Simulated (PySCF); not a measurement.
# Worked example: oscillator strength and radiative lifetime

C₄H₇FO, SMILES [C@H]1(CO)C[C@@H]1F.

The structure is a stationary point at PBE0-D3(BJ)/def2-SVP. The values are those of a single conformer.

TDA-LC-ωPBE/def2-SVPD (PySCF) puts the first singlet state with f over 0.02 at 8.83 eV (vertical), with the transition dipole (-0.296, -0.054, -0.110) in atomic units.

**Question.** Find the oscillator strength, the wavelength and the radiative lifetime that this transition would have in vacuum if emission retraced absorption.

**Answer.** 
|μ|² = 0.1026 au, so |μ| = 0.81 D. ΔE = 8.83/27.211 = 0.3245 hartree. f = (2/3) ΔE |μ|² = 0.022 (the program prints 0.022).
λ = 1239.84/8.83 = 140 nm; ν = 71219 cm⁻¹.
Einstein's coefficient A = 0.6670 ν² f s⁻¹ (ν in cm⁻¹) = 7.5e7 s⁻¹, so τ = 1/A = 13 ns. This state is S3; the lower singlets have f = 0.007, 0.002. The figure is the radiative limit of this one transition; relaxation, internal conversion, crossing to triplets and a medium change what is measured.
